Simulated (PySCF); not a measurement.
**Field gradients at the hydrogen positions**

Species: C₇H₁₁P.
SMILES with atom numbers: `[CH3:1][CH:2]1[CH:3]=[CH:4][P:5]([CH3:6])[CH:7]=[CH:8]1` (hydrogens: H9, H10, H11 on C1; H12 on C2; H13 on C3; H14 on C4; H15, H16, H17 on C6; H18 on C7; H19 on C8)

Structure used (GFN2-xTB), in Å, numbered top down from 1:
```
atom  x, y, z in Å
C1    -2.3882   -0.4225    0.2475
C2    -1.4434    0.4649   -0.5779
C3    -0.6561    1.3563    0.3414
C4     0.4331    0.9537    0.9801
P5     1.0600   -0.7413    0.8325
C6     2.8576   -0.3510    0.5714
C7     0.5714   -0.9580   -0.9004
C8    -0.5269   -0.4038   -1.3935
H9    -1.8004   -1.0420    0.9229
H10   -2.9692   -1.0691   -0.4063
H11   -3.0695    0.1894    0.8344
H12   -2.0477    1.0837   -1.2496
H13   -1.0271    2.3658    0.4620
H14    0.9677    1.6050    1.6593
H15    3.3777   -1.2609    0.2764
H16    3.2805    0.0008    1.5111
H17    2.9853    0.4102   -0.1967
H18    1.1984   -1.6075   -1.4974
H19   -0.8129   -0.5644   -2.4249
```

Level: PBE0/pcSseg-1 (PySCF, non-relativistic); Q(2H) = 0.00286 b; rigid geometry, the same for H and D, with no vibrational averaging.

Question: Rank these positions by the coupling χzz of a deuteron there, largest first.
A. H15 (methyl hydrogen)
B. H12 (methine hydrogen)
C. H9 (methyl hydrogen)
D. H19 (vinylic hydrogen)

Answer: D (219 kHz), A (212 kHz), C (207 kHz), B (198 kHz).

Q: What are Vzz, η and χzz (234.96 MHz × Q × Vzz) at all hydrogens?

A: 
```tsv
atom	bonded to	bond length (Å)	Vzz (au)	η	χzz (kHz)
H9	C1	1.089	0.3077	0.05	207
H10	C1	1.088	0.3151	0.03	212
H11	C1	1.088	0.3152	0.03	212
H12	C2	1.095	0.2946	0.02	198
H13	C3	1.082	0.3262	0.06	219
H14	C4	1.082	0.3290	0.06	221
H15	C6	1.089	0.3160	0.02	212
H16	C6	1.089	0.3159	0.02	212
H17	C6	1.089	0.3130	0.00	210
H18	C7	1.082	0.3290	0.06	221
H19	C8	1.082	0.3262	0.06	219
```

Q: Give the 2H NMR doublet splittings at H15 for a magnetic field along the z, y and x axes of the gradient: 3χ/2, 3χ(1 + η)/4, 3χ(1 − η)/4.

A: With |χ| = 212.4 kHz and η = 0.015: 319, 162 and 157 kHz, to first order and without motion.

The structure is a single GFN2-xTB conformer in the gas phase; no vibrational or solvent corrections. GFN2-xTB bond lengths can be off by several hundredths of an ångström, more for odd bonds, and the gradients follow them. A larger basis could move these couplings by a tenth or more.

The run behind these numbers computed NMR shieldings as well. The run took 37 s wall (grids of density and orbitals included) on Arm Neoverse V2, one thread, on a shared host.
